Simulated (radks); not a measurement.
The numbers below are computed, except where a source is named.
Problem. Ionisation of the holmium ion Ho2+, [Xe] 4f11, to Ho3+, [Xe] 4f10, under several functionals. Dirac Kohn-Sham, spin-unpolarised, spherical densities, finite nucleus; open shells fill j = l - 1/2 first; a radial shooting solver on a logarithmic mesh with Libxc functionals. The NIST Atomic Spectra Database gives 22.79 eV (semi-empirical). Rank these functionals by the error of their Delta-SCF ionisation energy: Wu-Cohen GGA; B86b exchange with PBE correlation; BLYP; XLYP; OLYP; PBE; LDA (Slater exchange, Perdew-Zunger correlation).

Solution. From best to worst: BLYP 25.191 eV (+2.401); XLYP 25.224 eV (+2.434); PBE 25.341 eV (+2.551); B86b exchange with PBE correlation 25.357 eV (+2.567); Wu-Cohen GGA 25.383 eV (+2.593); LDA (Slater exchange, Perdew-Zunger correlation) 25.669 eV (+2.879); OLYP 25.681 eV (+2.891). Spin polarisation and multiplet splitting are left out, so open shells lie too high by an amount that depends on their filling.

Beside tabulated values, note that spin-unpolarised runs miss the spin-polarisation part of the exchange energy of open shells.
